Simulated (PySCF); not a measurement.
SMILES [CH2]NCC (C3H8N), doublet (PBE0/def2-SVP optimised geometry):

```
12

C     -1.656    -0.939    -1.150
N     -0.310    -0.634    -1.101
C      0.221     0.131     0.000
C      1.738     0.131     0.000
H     -2.137    -1.175    -0.197
H     -2.011    -1.447    -2.049
H      0.103    -0.396    -1.997
H     -0.157     1.175     0.000
H     -0.153    -0.325     0.933
H      2.131    -0.896     0.054
H      2.131     0.701     0.855
H      2.137     0.597    -0.916
```

Level of theory: unrestricted PBE0/def2-TZVP (PySCF).

Problem. What are the frontier orbital energies (α orbitals alone; a β orbital can be the lowest empty one) and the dipole moment?

Solution. HOMO-2 -10.10 eV, HOMO-1 -8.74 eV, HOMO -4.21 eV, LUMO 1.17 eV, LUMO+1 1.91 eV; dipole moment 1.28 D.

On the same geometry unrestricted PBE/def2-TZVP (PySCF) gives HOMO-2 -8.65 eV, HOMO-1 -7.20 eV, HOMO -2.88 eV, LUMO 0.34 eV, LUMO+1 1.04 eV; dipole moment 1.37 D.

Meta-Löwdin charges at PBE0/def2-TZVP: C1 -0.31, N2 -0.26, C3 -0.09, C4 -0.34, H5 0.11, H6 0.12, H7 0.23, H8 0.09, H9 0.11, H10 0.12, H11 0.12, H12 0.11.
